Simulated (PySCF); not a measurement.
Isotope clusters of molecular radical cations, worked from isotope masses and abundances (centroid m/z, relative intensity):

1. 58.0049 (100.0), 59.0083 (2.3), 60.0093 (0.4)
2. 144.9546 (100.0), 145.9569 (5.5), 146.9506 (4.6)
3. 108.0206 (100.0), 109.0240 (6.6), 110.0256 (0.6)

Lines and terms under 0.3 % are left out. Candidates, as SMILES:
A. `c1(F)pc(C#N)sc1`
B. `O=C=CO`
C. `O=C1C=CC(=O)C=C1`

Problem. Match clusters and compounds, and give each formula.

Solution. 
1 = B, C2H2O2, monoisotopic mass of the neutral 58.0055 u; relative to that species, one 13C gives 2.2 % at +1 and one 18O gives 0.4 % at +2.
2 = A, C4HFNPS, monoisotopic mass of the neutral 144.9551 u; relative to that species, one 13C gives 4.3 % at +1, one 33S gives 0.8 % at +1, one 15N gives 0.4 % at +1 and one 34S gives 4.5 % at +2.
3 = C, C6H4O2, monoisotopic mass of the neutral 108.0211 u; relative to that species, one 13C gives 6.5 % at +1 and one 18O gives 0.4 % at +2.

Problem. What is the mean mass of the whole cluster 2, and how does it compare with the molar mass?

Solution. 145.095 u over all lines, faint ones too (the ion lacks one electron, 0.0005 u); standard atomic weights give 145.091 g/mol for C4HFNPS.

Problem. Give the exact less the nominal mass of each, in mDa.

Solution. C4HFNPS -44.9, C2H2O2 +5.5, C6H4O2 +21.1 (neutral, monoisotopic).

Abundances used (%; other tables differ somewhat): 16O 99.757, 17O 0.038, 18O 0.205; 12C 98.93, 13C 1.07; 1H 99.9885, 2H 0.0115; 14N 99.632, 15N 0.368; 32S 94.93, 33S 0.76, 34S 4.29, 36S 0.02.

A cluster can't tell isomers apart.

Masses and patterns are calculated from tabulated isotope masses and abundances.
